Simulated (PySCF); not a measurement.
# Spinor energies of Al⁵⁺ (aluminium, charge +5)

Start: [He] 2s2 2p4; 2p1/2 filled at m_j = -1/2, +1/2; 2p3/2 filled at m_j = +1/2, +3/2. Calculated with PySCF 2.14 in an uncontracted even-tempered set (19 s from 0.45 bohr⁻², ratio 2.4; 11 p from 0.58 bohr⁻², ratio 2.4; 5 d from 4.1 bohr⁻², ratio 2.6; 5 f from 6.2 bohr⁻², ratio 2.6): generalised Hartree-Fock with the X2C-1e Hamiltonian and a Gaussian nucleus; one run each with spin-orbit coupling (SO) switched off, then screened by Boettger's factors.

| spinor shell | electrons | ε, spin-free (eV) | ε, screened SO (eV) | weight of nominal j (screened SO) | rms radius, screened SO (bohr) |
| --- | --- | --- | --- | --- | --- |
| 1s1/2 | 2 | -1722.2 | -1722.2 | 1.000 | 0.139 |
| 2s1/2 | 2 | -234.17 | -234.16 | 1.000 | 0.635 |
| 2p3/2 | 2 | -197.61 | -200.23 | 0.828 | 0.593 |
| 2p1/2 | 2 | -197.61 | -195.05 | 0.682 | 0.599 |

```json
{"quantity": "E (hartree)", "spin-free": "-230.48634", "screened SO": "-230.49298"}
{"quantity": "M_J", "spin-free": "2", "screened SO": "2"}
{"quantity": "⟨J²⟩", "spin-free": "6.002", "screened SO": "6.002"}
{"quantity": "⟨L²⟩", "spin-free": "2.001", "screened SO": "2.009"}
{"quantity": "⟨S²⟩", "spin-free": "2.001", "screened SO": "1.997"}
```

Each row is a mean over spinors that exchange with the open shell spreads, by up to 17.884 eV (2s1/2).

Rows whose weight is well below 1 are mixtures of j = l ± 1/2: exchange outweighs spin-orbit coupling there, and the label is only the starting occupation.

Without spin-orbit coupling the j labels of p, d and f shells carry no meaning; the spin-free column gives the mean over the occupied spinors of each nl shell.
